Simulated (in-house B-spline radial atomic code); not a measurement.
A fraction x of an electron is removed from 4p in Br3+, starting from [Ar] 3d10 4s2 4p2 and keeping the highest spin. Computed with an all-electron radial atomic-structure program (B-spline basis): scalar-relativistic (X2C) RPBE, spin-polarised, spherical fractional occupations, Fermi nucleus of rms radius 4.1629 fm.

```tsv
x	E(x) - E(0) (eV)	4p up level (eV)
0	0.0000	-40.901
0.02	0.8204	-41.136
0.14	5.8417	-42.554
0.34	14.5901	-44.933
0.49	21.4645	-46.727
0.5	21.9324	-46.847
0.58	25.7186	-47.808
0.74	33.5220	-49.736
0.84	38.5561	-50.945
0.98	45.8071	-52.642
1	46.8624	-52.884
```

The exact functional would give a straight line between the two integer points. Deviations E(x) - E(0) - x[E(1) - E(0)], in eV: -0.117 at x = 0.02, -0.719 at x = 0.14, -1.343 at x = 0.34, -1.498 at x = 0.49, -1.499 at x = 0.5, -1.462 at x = 0.58, -1.156 at x = 0.74, -0.808 at x = 0.84, -0.118 at x = 0.98.

The curve lies below the straight line by up to 1.499 eV (at x = 0.5): convex, the delocalisation error that favours fractional charges.

**Question.** How well does Slater's transition state (minus the level at half occupation) give the ionisation energy?

**Answer.** It gives 46.847 eV against 46.862 eV from the two total energies; NIST lists 47.78 eV, ground level to ground level.
